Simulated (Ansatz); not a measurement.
AlGeH₅O₂, SMILES [Al]([GeH3])([OH])[OH].

Coordinates come from a PBE0-D3(BJ)/def2-SVP optimisation. The structure was generated by enumeration; whether it is a known compound was not checked. Other conformers were not sampled.

Two levels are set side by side: PBE/def2-SVPD (Ansatz, a first-principles code) and CAM-B3LYP/def2-SVPD (Ansatz). Energy differences of separate SCF runs at the same geometry; the states with an electron removed or added have multiplicity 2 and 2. Differences are taken from unrounded values.

```
quantity                           CAM-B3LYP
---------------------------------  ---------
vertical ionisation energy (eV)        10.36
vertical singlet–triplet gap (eV)       5.49
```

Q: What does PBE give, and how far is it from CAM-B3LYP? (The exact figures need the calculation; the answer reports its results.)

A: 
| quantity | PBE | PBE minus CAM-B3LYP |
|---|---|---|
| vertical ionisation energy (eV) | 10.01 | -0.35 |
| vertical singlet–triplet gap (eV) | 5.16 | -0.33 |
